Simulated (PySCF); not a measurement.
Isomers of C7H10N2, from PySCF, PBE0-D3(BJ)/def2-SVP geometry optimisation, gas phase. One conformer each, no zero-point energy, no frequencies.

Task: Which isomer lies lower at this level?
A. `[CH3:1]/[N:2]=[CH:3]\[C:4]([C:5]#[N:6])=[C:7]([CH3:8])[CH3:9]` with N2–C3–C4–C5 -38°: A = 2254, B = 1280, C = 870.4 MHz, dipole 4.36 D
B. `[CH3:1][N:2]([CH3:3])/[CH:4]=[CH:5]/[CH:6]=[CH:7]/[C:8]#[N:9]` with C4–C5–C6–C7 180°: A = 6941, B = 508.2, C = 476.7 MHz, dipole 9.12 D

Result: B. That is `CN(C)/C=C/C=C/C#N`, 3.5 kcal/mol below the other.

```
            SMILES                                                  mapped SMILES      E (Eh)  relative (kcal/mol)  relative (kJ/mol)  dipole (D)
 CN(C)/C=C/C=C/C#N  [CH3:1][N:2]([CH3:3])/[CH:4]=[CH:5]/[CH:6]=[CH:7]/[C:8]#[N:9]  -381.49788                  0.0                0.0        9.12
C/N=C\C(C#N)=C(C)C  [CH3:1]/[N:2]=[CH:3]\[C:4]([C:5]#[N:6])=[C:7]([CH3:8])[CH3:9]  -381.49231                  3.5               14.6        4.36
```

As drawn, the higher has a C=N bond, which the lower lacks.
